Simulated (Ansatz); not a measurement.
Geometry optimisation, RKS PBE0-D4/def2-SVP in Ansatz.

Input file:

```yaml
crystal:
  periodic: [false, false, false]
  atoms:
    - { symbol: Si, position_ang: [-0.962727, -0.45986, 0.305842] }
    - { symbol: H, position_ang: [-0.007667, 1.231277, -1.614087] }
    - { symbol: F, position_ang: [-1.322387, -0.408332, -1.302899] }
    - { symbol: F, position_ang: [-0.7269, -2.019978, 0.759775] }
    - { symbol: H, position_ang: [-2.356655, -0.240211, 0.803255] }
    - { symbol: H, position_ang: [1.497645, 0.224377, -0.184306] }
    - { symbol: "N", position_ang: [-0.229376, 0.86037, 1.245324] }
    - { symbol: H, position_ang: [0.679219, 1.375597, -1.576129] }
    - { symbol: "N", position_ang: [1.013413, -0.635572, -0.431817] }
    - { symbol: H, position_ang: [0.744227, 0.950989, 1.510118] }
    - { symbol: H, position_ang: [-0.83088, 1.303201, 1.931446] }
    - { symbol: H, position_ang: [1.023639, -0.746221, -1.443292] }
    - { symbol: H, position_ang: [1.478348, -1.435634, -0.003231] }
basis:
  gaussian: { orbitals: def2-SVP }
hamiltonian:
  xc: pbe0
  dispersion: d4
relax:
  f_tol: 0.03
  max_steps: 50
```

Command:

```bash
$ ansatz run input.yaml --threads 2 --pin off --max-ram 3072MiB --backend cpu --events-out ev --progress --plain --runs-dir out
```

**Question.** Where does it end, and by what steps?

**Answer.** It converged. After 11 steps the energy has fallen by 0.481 eV; H8 moved furthest, 1.07 Å.

```
step  energy less start (eV)  largest force component (eV/Å)  accepted
   0                  0.0000                           2.246       yes
   1                 -0.2341                           0.620       yes
   2                 -0.3299                           0.599       yes
   3                 -0.4074                           0.261       yes
   4                 -0.4191                           0.459       yes
   5                 -0.4447                           0.337       yes
   6                 -0.4577                           0.262       yes
   7                 -0.4150                           0.797        no
   8                 -0.4740                           0.132       yes
   9                 -0.4778                           0.079       yes
  10                 -0.4800                           0.146       yes
  11                 -0.4814                           0.029       yes
```

```xyz
13
Properties=species:S:1:pos:R:3
Si -1.014 -0.466 0.441
H 0.185 1.539 -2.203
F -1.199 -0.019 -1.136
F -0.851 -2.097 0.545
H -2.436 -0.337 0.885
H 1.473 0.135 -0.650
N -0.307 0.586 1.591
H 0.750 1.985 -2.455
N 1.039 -0.715 -0.288
H 0.660 0.860 1.691
H -0.915 1.040 2.261
H 0.946 -1.363 -1.070
H 1.669 -1.147 0.389
```

Whether the end is a true minimum wasn't checked by a vibrational analysis.

The run took 39 s on 2 threads of Arm Neoverse V1, on a shared host, peak memory 0.26 GiB.
